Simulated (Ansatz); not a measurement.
The cluster Hg6Te3Br6. Charge 0, multiplicity 1. Geometry PBE-D4/def2-SVP.

```tsv
atom	x (Å)	y (Å)	z (Å)
Hg1	-0.729	1.917	-2.947
Hg2	-1.019	-1.469	3.675
Hg3	0.705	-1.818	-2.391
Hg4	2.035	-0.444	1.215
Hg5	-2.020	0.235	0.252
Hg6	0.610	3.077	0.339
Te7	2.016	0.293	-1.360
Te8	-1.246	1.021	2.676
Te9	-1.700	3.469	-0.976
Br10	0.272	0.635	-4.850
Br11	-1.182	-3.743	4.630
Br12	-0.212	-3.897	-3.358
Br13	2.780	2.866	1.579
Br14	2.236	-1.394	3.526
Br15	-2.545	-0.748	-2.010
```

In the def2 sets Hg, Te take a core potential; there is no spin–orbit coupling. Single mean-field runs in def2-SVP, def2-TZVP are fitted with def2-universal-jkfit. Another isomer (singlet) lies 0.26 eV lower at PBE0-D4/def2-TZVP; other spin states weren't run for this one.

Question: Estimate the orbital energies around the gap (eV) in Ansatz with PBE-D4/def2-SVP, PBE-D4/def2-TZVP, r2SCAN-D4/def2-SVP, PBE0-D4/def2-TZVP, BHLYP-D4/def2-SVP.

Answer: 
| orbital | PBE-D4/def2-SVP | PBE-D4/def2-TZVP | r2SCAN-D4/def2-SVP | PBE0-D4/def2-TZVP | BHLYP-D4/def2-SVP |
| --- | --- | --- | --- | --- | --- |
| HOMO−9 | -7.13 | -7.22 | -7.52 | -8.44 | -9.31 |
| HOMO−8 | -7.11 | -7.21 | -7.50 | -8.39 | -9.24 |
| HOMO−7 | -7.04 | -7.12 | -7.42 | -8.25 | -9.15 |
| HOMO−6 | -6.81 | -6.94 | -7.19 | -8.19 | -9.10 |
| HOMO−5 | -6.70 | -6.84 | -7.08 | -8.08 | -9.02 |
| HOMO−4 | -6.66 | -6.80 | -7.05 | -8.04 | -8.98 |
| HOMO−3 | -6.63 | -6.76 | -7.01 | -7.99 | -8.91 |
| HOMO−2 | -6.43 | -6.47 | -6.77 | -7.47 | -8.30 |
| HOMO−1 | -6.32 | -6.36 | -6.67 | -7.36 | -8.18 |
| HOMO | -6.21 | -6.27 | -6.57 | -7.28 | -8.10 |
| LUMO | -3.96 | -3.96 | -3.98 | -3.25 | -2.47 |
| LUMO+1 | -3.88 | -3.88 | -3.90 | -3.17 | -2.34 |
| LUMO+2 | -3.76 | -3.75 | -3.79 | -3.06 | -2.31 |
| LUMO+3 | -3.60 | -3.62 | -3.62 | -2.91 | -2.10 |
| LUMO+4 | -3.40 | -3.40 | -3.41 | -2.68 | -1.85 |
| LUMO+5 | -3.23 | -3.25 | -3.24 | -2.50 | -1.61 |
